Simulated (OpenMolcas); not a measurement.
OpenMolcas run: Ni4+

Input:

```
&GATEWAY
Coord
1

Ni 0.0 0.0 0.0
Basis=ANO-L-VQZP
Group=XYZ
NoMove
AngMom=0.0 0.0 0.0
AMFI
&SEWARD
&RASSCF
FileOrb=start.orb
Symmetry=1
Spin=5
nActEl=6 0 0
Inactive=3 6
Ras2=5 0
CIRoot=5 5 1
SDav=5
CIMx=300
Iter=120 100
PrWF=0.3
OrbListing=Nothing
MaxOrb=0
Atom
>>> COPY $Project.JobIph JOB001
&RASSCF
FileOrb=start.orb
Symmetry=1
Spin=3
nActEl=6 0 0
Inactive=3 6
Ras2=5 0
CIRoot=45 45 1
SDav=45
CIMx=300
Iter=120 100
PrWF=0.3
OrbListing=Nothing
MaxOrb=0
Atom
CIOnly
>>> COPY $Project.JobIph JOB002
&RASSCF
FileOrb=start.orb
Symmetry=1
Spin=1
nActEl=6 0 0
Inactive=3 6
Ras2=5 0
CIRoot=50 50 1
SDav=50
CIMx=300
Iter=120 100
PrWF=0.3
OrbListing=Nothing
MaxOrb=0
Atom
CIOnly
>>> COPY $Project.JobIph JOB003
&RASSI
NrOfJobIphs=3 5 42 35
1 2 3 4 5
1 2 3 4 5 6 7 8 9 10 11 12 13 14 15 16 17 18 19 20 21 22 23 24 25 26 27
28 29 30 31 32 33 34 35 36 37 38 39 40 41 42
1 2 3 4 5 6 7 8 9 10 11 12 13 14 15 16 17 18 19 20 21 22 23 24 25 26 27
28 29 30 31 32 33 34 35
IphNames
JOB001
JOB002
JOB003
EJob
SpinOrbit
DIPRint=1.0
SOCoupling=1000.0
Subsets=2
MEES
Property=10
'ANGMOM' 1 'ANGMOM' 2 'ANGMOM' 3 'MLTPL  1' 1 'MLTPL  1' 2 'MLTPL  1' 3
'AMFI' 1 'AMFI' 2 'AMFI' 3 'MLTPL  2' 6
SOProperty=3
'ANGMOM' 1 'ANGMOM' 2 'ANGMOM' 3
```

Launched by
```bash
OMP_NUM_THREADS=1 MOLCAS_MEM=2252 MOLCAS_PROJECT=a pymolcas a.inp > a.log  # once for each step of the input, in one work folder
```

A driver script runs the steps one by one and writes start.orb anew before each from the orbitals found so far, so a CI-only block uses the converged orbitals of the first block.

Output, cut to the results:

```
--- SEWARD ---
Basis set label: NI.ANO-L...7S6P4D3F2G.

      Electronic valence basis set:
      ------------------
      Associated Effective Charge  28.000000 au
      Associated Actual Charge     28.000000 au
      Nuclear Model: Point charge

      Shell  nPrim  nBasis  Cartesian Spherical Contaminant
         s      21       7        X
         p      15       6        X
         d      10       4                 X
         f       6       3                 X
         g       4       2                 X
                  Atomic mean-field integrals
--- RASSCF ---
Wave function specifications:
      -----------------------------

      Number of closed shell electrons          18
      Number of electrons in active shells       6
      Max number of holes in RAS1 space          0
      Max nr of electrons in RAS3 space          0
      Number of inactive orbitals                9
      Number of active orbitals                  5
      Number of secondary orbitals              70
      Spin quantum number                      2.0
      State symmetry                             1
Orbital specifications:
      -----------------------

      Symmetry species                           1   2
                                                ag  au
      Frozen orbitals                            0   0
      Inactive orbitals                          3   6
      Active orbitals                            5   0
      RAS1 orbitals                              0   0
      RAS2 orbitals                              5   0
      RAS3 orbitals                              0   0
      Secondary orbitals                        37  33
      Deleted orbitals                           0   0
      Number of basis functions                 45  39
      Number of CSFs                             5
      Number of root(s) required                 5
      Iter CI   SX   CI       RASSCF       Energy    max ROT     max BLB   max BLB  Level Ln srch  Step   QN
          iter iter root      energy       change     param      element    value   shift minimum  type update
 Nr of preliminary CI iterations:   1
      Total energies have been shifted. Add                -1000.00 au
        1   1    2    0  -502.85933980    0.00E+00   2.23E-08    3  12 1 -1.07E-07   0.00   0.00    SX    NO
        2   1    1    0  -502.85933980   -2.73E-12   0.00E+00    1  18 2 -2.49E-08   0.00   0.00    SX    NO
        3   1    1    0  -502.85933980    1.59E-12   0.00E+00    1  18 2 -2.49E-08   0.00   0.00    SX    NO
        4   1    1    0  -502.85933980   -1.59E-12   0.00E+00    1  18 2 -2.49E-08   0.00   0.00    SX    NO
      Convergence after  4 iterations
        5   1    1    0  -502.85933980    1.14E-12   0.00E+00    1  18 2 -2.49E-08   0.00   0.00    SX    NO
      Natural orbitals and occupation numbers for root  1
      sym 1:   1.000000   1.000000   1.000000   2.000000   1.000000
      Natural orbitals and occupation numbers for root  2
      sym 1:   2.000000   1.000000   1.000000   1.000000   1.000000
      Natural orbitals and occupation numbers for root  3
      sym 1:   1.000000   1.000000   1.000000   1.000000   2.000000
::    RASSCF root number  1 Total energy:  -1502.85933980
::    RASSCF root number  2 Total energy:  -1502.85933980
::    RASSCF root number  3 Total energy:  -1502.85933980
::    RASSCF root number  4 Total energy:  -1502.85933980
::    RASSCF root number  5 Total energy:  -1502.85933980
--- RASSCF ---
Wave function specifications:
      -----------------------------

      Number of closed shell electrons          18
      Number of electrons in active shells       6
      Max number of holes in RAS1 space          0
      Max nr of electrons in RAS3 space          0
      Number of inactive orbitals                9
      Number of active orbitals                  5
      Number of secondary orbitals              70
      Spin quantum number                      1.0
      State symmetry                             1
Orbital specifications:
      -----------------------

      Symmetry species                           1   2
                                                ag  au
      Frozen orbitals                            0   0
      Inactive orbitals                          3   6
      Active orbitals                            5   0
      RAS1 orbitals                              0   0
      RAS2 orbitals                              5   0
      RAS3 orbitals                              0   0
...
--- RASSI ---
SPIN-FREE ENERGIES:
  (Shifted by EMIN (a.u.) =      -1502.8593397981)

 SF State       Relative EMIN(au)   Rel lowest level(eV)    D:o, cm**(-1)      L_eff

     1             0.0000000000        0.0000000000              0.0000         2.0
     2             0.0000000000        0.0000000000              0.0000         2.0
     3             0.0000000000        0.0000000000              0.0000         2.0
     4             0.0000000000        0.0000000000              0.0000         2.0
     5             0.0000000000        0.0000000000              0.0000         2.0
     6             0.1340639512        3.6480659565          29423.6363         5.0
     7             0.1340639512        3.6480659565          29423.6363         5.0
     8             0.1340639512        3.6480659565          29423.6363         5.0
     9             0.1340639512        3.6480659565          29423.6363         5.0
    10             0.1340639512        3.6480659565          29423.6363         5.0
    11             0.1340639512        3.6480659565          29423.6363         5.0
    12             0.1340639512        3.6480659565          29423.6363         5.0
    13             0.1340639512        3.6480659565          29423.6363         5.0
    14             0.1340639512        3.6480659565          29423.6363         5.0
    15             0.1340639512        3.6480659565          29423.6363         5.0
    16             0.1340639512        3.6480659565          29423.6363         5.0
    17             0.1498126333        4.0766094293          32880.0725         1.0
    18             0.1498126333        4.0766094293          32880.0725         1.0
    19             0.1498126333        4.0766094293          32880.0725         1.0
    20             0.1541536842        4.1947354413          33832.8230         3.0
    21             0.1541536842        4.1947354413          33832.8230         3.0
...
```

Levels above the lowest, from the spin-orbit matrix, grouped by J:

| Configuration | Term | J | E (cm⁻¹) | Measured (cm⁻¹) | g | Term weight % | Second |
| --- | --- | --- | --- | --- | --- | --- | --- |
| 3d⁶ | ⁵D | 4 | 0.0 | 0.0 | 1.501 | 100 |  |
| 3d⁶ | ⁵D | 3 | 859 | 890 | 1.501 | 100 |  |
| 3d⁶ | ⁵D | 2 | 1458 | 1490 | 1.501 | 100 |  |
| 3d⁶ | ⁵D | 1 | 1844 | 1872 | 1.501 | 100 |  |
| 3d⁶ | ⁵D | 0 | 2034 | 2058 |  | 100 |  |
| 3d⁶ | ³H | 6 | 29844 | 27111 | 1.166 | 100 |  |
| 3d⁶ | ³H | 5 | 30272 | 27578 | 1.036 | 98 |  |
| 3d⁶ | ³H | 4 | 30576 | 27859 | 0.807 | 97 |  |
| 3d⁶ | ³P | 2 | 32522 | 26153 | 1.500 | 99 |  |
| 3d⁶ | ³F(1) | 4 | 34119 | 29124 | 1.232 | 92 | 6 ³G |
| 3d⁶ | ³F(1) | 3 | 34616 | 29571 | 1.067 | 95 | 5 ³G |
| 3d⁶ | ³F(1) | 2 | 34994 | 29899 | 0.667 | 100 |  |
| 3d⁶ | ³P | 1 | 35050 | 28698 | 1.499 | 100 |  |
| 3d⁶ | ³P | 0 | 36043 | 29640 |  | 98 |  |
| 3d⁶ | ³G | 5 | 37691 | 33256 | 1.197 | 98 |  |
| 3d⁶ | ³G | 4 | 38551 | 34062 | 1.060 | 92 | 6 ³F(1) |
| 3d⁶ | ³G | 3 | 38856 | 34416 | 0.767 | 95 | 5 ³F(1) |
| 3d⁶ | ¹I | 6 | 45102 | 41252 | 1.001 | 100 |  |
| 3d⁶ | ¹G | 4 | 47758 | 42208 | 1.002 | 98 |  |
| 3d⁶ | ³D | 1 | 48703 |  | 0.501 | 100 |  |
| 3d⁶ | ³D | 2 | 48743 |  | 1.166 | 99 |  |
| 3d⁶ | ³D | 3 | 48967 | 41920 | 1.333 | 100 |  |
| 3d⁶ | ¹S | 0 | 55512 | 47700 |  | 99 |  |
| 3d⁶ | ¹D | 2 | 59228 | 48607 | 1.001 | 99 |  |

Against the 21 measured excited levels shown (Corliss and Sugar, J. Phys. Chem. Ref. Data 10, 197 (1981)) the mean absolute deviation is 4300 cm-1; the largest miss in energy is 3d⁶ ¹D₂: computed 59228, measured 48607 cm⁻¹ (+21.9 %).

Without dynamic correlation excited terms often stand tens of per cent too high (terms of higher spin than the ground term too low), and those without a measured partner can miss by more than the paired ones. Terms from blocks run as CI alone lack orbitals of their own. Computed and measured levels are paired by configuration, term and J; levels that our copy of the source lacks, or whose pairing is in doubt (as where it misses far off the trend of its configuration), stay unpaired and out of the deviations. Only configurations of the active space appear. The first state left out of the spin-orbit step lies near 80000 cm-1 above the lowest spin-free state of the reference (among the parities and spins computed), and the list stops at four fifths of that energy or lower.

The RASSCF and RASSI steps took 18 s on 1 thread of Intel(R) Xeon(R) 6975P-C (Granite Rapids), on a shared host; the integral step is not counted.

The term weight is that of the spin-free term in the level, not the purity of its configuration. A number in round brackets counts repeated terms of one configuration in the order of the reference energies.
